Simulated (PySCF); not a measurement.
[BiCl4]− at several levels of theory

Computed with PySCF 2.14.0 (density fitting, no spin-orbit coupling) at the geometry relaxed with PBE0:

```xyz
5
[BiCl4]− (singlet)
Bi    0.0000    0.0000    0.0000
Cl    1.5066    1.5066    1.5066
Cl   -1.5066   -1.5066    1.5066
Cl    1.5066   -1.5066   -1.5066
Cl   -1.5066    1.5066   -1.5066
```

| level | basis | state | HOMO (eV) | gap (eV) | charge on Bi1 (e) | dipole about the centre of mass (D) | largest force component (eV/Å) |
| --- | --- | --- | --- | --- | --- | --- | --- |
| PBE0 | Bi def2-SVP with ECP60, Cl def2-SVP | singlet | -3.00 | 5.46 | 0.97 | 0.00 | 0.00 |
| M06-L | the same | singlet | -2.31 | 4.32 | 1.12 | 0.00 | 0.15 |
| wB97X | the same | singlet | -4.96 | 9.20 | 1.05 | 0.00 | 0.02 |

Charges are Mulliken's, which hang on the basis. The relaxation used the grid (50, 194), these runs (75, 302) or, all-electron (x2c bases, spin-free X2C Hamiltonian), (99, 590).

(1) What does PBE0 with Bi def2-TZVP with ECP60, Cl def2-TZVP give here?

Answers

(1) state singlet, HOMO (eV) -3.50, gap (eV) 5.50, charge on Bi1 (e) 1.14, dipole about the centre of mass (D) 0.00, largest force component (eV/Å) 0.10. Time: 8.8 s on 2 threads of Intel(R) Xeon(R) 6975P-C (Granite Rapids), with other jobs on the host, from free ions and atoms.
